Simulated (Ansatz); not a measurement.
Be3Se2, relaxed as a singlet with RKS r2SCAN-D4/def2-SVP in Ansatz, starting from the GFN1-xTB geometry. Force threshold 0.02 eV/Å.

The structure comes from a short search, and lower isomers may exist.

Start:

Cartesian coordinates in Å:
```
Be -0.330 0.744 -0.834
Be -0.598 -0.952 1.038
Be 1.267 -0.574 0.637
Se -2.080 -0.010 -0.021
Se 1.740 0.791 -0.820
```

```tsv
step	energy (eV)	largest force component (eV/Å)	SCF passes
1	-131887.9216	0.761	26
2	-131888.1237	0.274	30
3	-131888.1393	0.058	29
4	-131888.1399	0.014	32
```

Force components are those of the run's own axes.

End:

```xyz
5

Be   -0.257    0.585   -0.643
Be   -0.676   -0.924    0.998
Be    1.307   -0.512    0.581
Se   -2.163    0.014   -0.052
Se    1.789    0.837   -0.883
```

By distances, no bond broke or formed. The bond that changes most is Be2–Be3, from 1.95 to 2.07 Å (atoms count from 1).

No frequencies were taken in this run, so the end may be a saddle point.

Run time 11 s (4 threads of Arm Neoverse V1 on a shared host).
